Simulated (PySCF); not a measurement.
**Ionising SbCl**

UHF; Sb def2-TZVPPD with ECP28, Cl def2-TZVPPD; scalar-relativistic core potentials (PySCF 2.14). Neutral (UHF): triplet (π ↑↑), Re = 2.353 Å, ωe = 373 cm⁻¹, De = 1.77 eV, HOMO -9.11 eV, LUMO 0.32 eV.

SbCl⁺ (UHF): doublet (π ↑), Re = 2.232 Å, ωe = 467 cm⁻¹, De = 2.01 eV to Sb⁺ + Cl. The energies at the minima are -698.81972 hartree for SbCl and -698.51313 for SbCl⁺.

**Question.** Work out the adiabatic ionisation energy, without and with harmonic zero-point energies (1 hartree = 27.2114 eV, 1 eV = 8065.5 cm⁻¹), and the change of the bond length.

**Answer.** At UHF: 0.30659 hartree = 8.343 eV between the minima; the zero-point term (467.0 − 373.0)/2 cm⁻¹ = +0.006 eV makes it 8.349 eV. Re changes by -12.1 pm against the neutral. The electron leaves a π orbital, and the shorter bond of the ion fits an antibonding orbital, or a change in how ionic the bond is.

SbCl⁻ (UHF): doublet (π ↑), Re = 2.515 Å, ωe = 267 cm⁻¹. The energies at the minima are -698.81972 hartree for SbCl and -698.83675 for SbCl⁻.

**Question.** Work out the adiabatic electron affinity, without and with harmonic zero-point energies (1 hartree = 27.2114 eV, 1 eV = 8065.5 cm⁻¹), and the change of the bond length.

**Answer.** At UHF: 0.01703 hartree = 0.463 eV between the minima; the zero-point term (373.0 − 267.0)/2 cm⁻¹ = +0.007 eV makes it 0.470 eV. Re changes by +16.2 pm against the neutral. The electron enters a π orbital, and the longer bond of the ion fits an antibonding orbital, or a change in how ionic the bond is.

Spin–orbit coupling is left out, which matters for elements this heavy, above all for dissociation energies. For an ion De counts to the pair picked by the measured ionisation energies or electron affinities, which need not be the lowest pair at this level. Hartree–Fock leaves out correlation, which carries a large part of most bond energies and some tenths to 1 eV of ionisation energies. States were picked by a PBE0 search and need not be the measured ground states.
